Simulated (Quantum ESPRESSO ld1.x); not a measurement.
Task: These are the eigenvalues of the occupied orbitals of an atom or ion with whole-number occupations (eV). Calculated with ld1.x of Quantum ESPRESSO 7.5: scalar-relativistic Kohn-Sham, LDA (Slater exchange, VWN5 correlation), spin-polarised, spherical densities, point nucleus.

| orbital | eigenvalue |
|---|---|
| 1s up | -92210.8 |
| 1s down | -92210.7 |
| 2s up | -17882.6 |
| 2s down | -17881.5 |
| 2p up | -15529.9 |
| 2p down | -15528.9 |
| 3s up | -5516.49 |
| 3s down | -5515.72 |
| 3p up | -4842.80 |
| 3p down | -4841.98 |
| 3d up | -4174.05 |
| 3d down | -4173.00 |
| 4s up | -2331.62 |
| 4s down | -2329.21 |
| 4p up | -2090.90 |
| 4p down | -2088.54 |
| 4d up | -1830.37 |
| 4d down | -1828.00 |

Which element is it, and in what charge state? The configuration may be excited. Open shells, if any, are filled with parallel spins first.

Result: Z = 83, bismuth, charge +38: Bi38+ in [Kr] 4d9. The list shows which subshells hold electrons but not how many an open one holds; the 1s level, -3388.7 hartree, gives Z - s = 82.3 by -(Z - s)^2/2, which with screening and relativity narrows Z to a few neighbours, and the depths of the outer levels then fix element, charge and occupations together.
